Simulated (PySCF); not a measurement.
A GIAO shielding run with PySCF (density fitting, non-relativistic, gas phase) on `C[SiH2][Si@@]1([SiH3])CN[SiH2]S1`, C2H13NSSi4:

```
$ OMP_NUM_THREADS=1 python probes_run.py task.json out

{"job": {"kind": "nmr", "xc": "PBE0", "basis": "pcSseg-1"}, "charge": 0, "multiplicity": 1}
C      3.036398    -1.466102     0.246948
Si     1.924286    -0.617901    -1.033964
Si     0.086801     0.323994     0.064142
Si     0.227288     2.232380     1.411943
C     -1.341680     0.607543    -1.207354
N     -2.601001     0.230201    -0.604882
Si    -2.766117    -1.110955     0.450024
S     -0.806554    -1.280452     1.270791
H      2.466712    -2.181644     0.832851
H      3.454401    -0.738760     0.937097
H      3.864140    -1.994650    -0.216238
H      1.612162    -1.589768    -2.096741
H      2.685865     0.459959    -1.686061
H     -0.981624     2.576822     2.167416
H      1.323392     2.128798     2.378556
H      0.526943     3.388392     0.555374
H     -1.156612     0.047221    -2.135571
H     -1.384815     1.665376    -1.485586
H     -3.400252     0.476425    -1.168158
H     -3.060527    -2.404161    -0.164689
H     -3.718125    -0.735777     1.483629
```

Hardware: 1 thread of an Arm Neoverse N1, shared host. The job also computes population analyses, field gradients, ring-centre shieldings.

Problem. How large is the calculation?

Solution. 104 electrons, 236 basis functions and 1341 auxiliary functions.

Problem. How long does it take, and how much memory does it need?

Solution. 91 s of wall time, with 12 SCF cycles and 4 response iterations; peak memory 1.1 GiB. Times on a shared host scatter by some tens of per cent.
